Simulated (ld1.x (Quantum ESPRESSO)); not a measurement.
## Ge: variants of one ultrasoft potential

Base potential:

| Item | Value |
| --- | --- |
| Element | germanium (Ge) |
| Generator | ld1.x (Quantum ESPRESSO) 7.5 |
| Type | ultrasoft |
| Functional | PBEsol |
| Relativity | scalar-relativistic |
| Frozen core | [Ne] |
| Valence charge | 22 |
| Reference configuration | 3s2 3p6 3d10 4s2 4p2 |
| Partial waves | 3s (bound): rcut 0.85, rcutus 0.95 bohr; 4s (bound): rcut 0.85, rcutus 0.95 bohr; 3p (bound): rcut 1.05, rcutus 1.25 bohr; 4p (bound): rcut 1.05, rcutus 1.25 bohr; 3d (bound): rcut 0.60, rcutus 0.75 bohr; 3d channel at -1.55 Ry: rcut 0.60, rcutus 0.75 bohr |
| Local potential | all-electron potential smoothed inside 1.15 bohr (lloc = -1) |
| Core correction | a·sin(br)/r model core inside 0.40 bohr |
| Augmentation charge | PSQ, radius 0.45 bohr |

All-electron outer shells of the reference configuration (PBEsol, scalar-relativistic, ld1.x):

```tsv
shell	level (eV)	outermost node (bohr)	outermost maximum (bohr)
2s	-1370.64	0.06	0.18
2p	-1198.08	–	0.14
3s	-168.12	0.26	0.54
3p	-115.43	0.23	0.54
3d	-29.31	–	0.50
4s	-11.74	0.77	1.75
4p	-3.90	0.82	2.22
```

Cutoffs, loose and tight: the cutoffs (Ry, on a coarse ladder) from which the occupation-weighted sum of valence levels, in a spherical-Bessel basis at the reference potential, stays within 10 and 1 mRy of its value at 400 Ry. They do not see the model core or the augmentation charge, which bear on the density cutoff. Test errors are all-electron minus pseudo excitation energies from the reference, over the configurations 3s2 3p6 3d10 4s2 4p1; 3s2 3p6 3d10 4s2 4p0; 3s2 3p6 3d10 4s1 4p0; 3s2 3p5 3d10 4s2 4p2; 3s2 3p6 3d10 4s1 4p3; 3s2 3p6 3d10 4s0 4p0; 3s2 3p6 3d9 4s2 4p2. A dash means not determined; rows that change the core or the reference have their own tests. The largest error is taken over the tests solved by every variant that gives reliable tests at all: 3s2 3p6 3d10 4s1 4p0; 3s2 3p6 3d10 4s2 4p0; 3s2 3p6 3d10 4s2 4p1.

Cutoffs are not given where the Bessel-basis levels miss the radial ones by over 6 mRy, ghosts where they miss by over 20 mRy; a channel whose overlap is not positive is not tested.

A file whose overlap is not positive is unfit for use, and its test errors describe a broken file.

| change | outcome | bound ghosts | largest test error (meV) |
| --- | --- | --- | --- |
| base | generated, overlap not positive | not determined (overlap not positive) | -5.0 |
| waves 3d (bound): rcut 0.48, rcutus 0.50 bohr; 3d channel at -1.55 Ry: rcut 0.48, rcutus 0.50 bohr | generated, overlap not positive | not determined (overlap not positive) | -5.0 |
| waves 3d (bound): rcut 0.60, rcutus 0.64 bohr; 3d channel at -1.55 Ry: rcut 0.60, rcutus 0.64 bohr | generated, overlap not positive | not determined (overlap not positive) | -5.0 |
| waves 3d (bound): rcut 0.60, rcutus 0.74 bohr; 3d channel at -1.55 Ry: rcut 0.60, rcutus 0.74 bohr | generated, overlap not positive | not determined (overlap not positive) | -5.0 |
| waves 3d (bound): rcut 0.60, rcutus 0.84 bohr; 3d channel at -1.55 Ry: rcut 0.60, rcutus 0.84 bohr | generated, overlap not positive | not determined (overlap not positive) | -5.0 |
| waves 3d (bound): rcut 0.60, rcutus 1.02 bohr; 3d channel at -1.55 Ry: rcut 0.60, rcutus 1.02 bohr | generated, overlap not positive | not determined (overlap not positive) | -4.9 |
| waves 3d (bound): rcut 0.60, rcutus 1.08 bohr; 3d channel at -1.55 Ry: rcut 0.60, rcutus 1.08 bohr | generated, overlap not positive | not determined (overlap not positive) | -4.9 |
